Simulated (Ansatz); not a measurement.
Z-matrix (Å, degrees):
```
C
N 1 1.447
H 1 1.094 2 111.1
H 1 1.097 2 113.3 3 121.9
H 1 1.093 2 109.4 3 -118.1
Si 2 1.705 1 124.0 3 148.2
H 2 1.009 1 113.5 3 -59.6
S 6 2.154 2 119.6 1 81.6
N 6 1.704 2 106.0 1 -163.6
H 6 1.489 2 104.4 1 -35.8
H 8 1.342 6 93.8 2 -94.5
H 9 1.006 6 120.7 2 46.6
H 9 1.006 6 120.8 2 -162.4
```

Total charge 0; spin multiplicity 1.

(1) List the PBE/def2-TZVPP orbital energies in eV (Ansatz). (Estimate.)

Results:

(1) The calculation gave: Occupied: -2395.21, -1779.97, -380.06, -379.99, -269.50, -208.20, -154.35, -154.24, -154.12, -137.57, -94.34, -94.30, -94.28, -21.89, -21.00, -17.71, -16.39, -13.14, -12.22, -11.78, -10.48, -10.14, -9.69, -9.29, -8.61, -7.68, -6.17, -6.11, -5.43. Lowest empty: -0.24, 0.22, 0.43, 0.75, 1.41, 1.63, 1.78, 2.12.
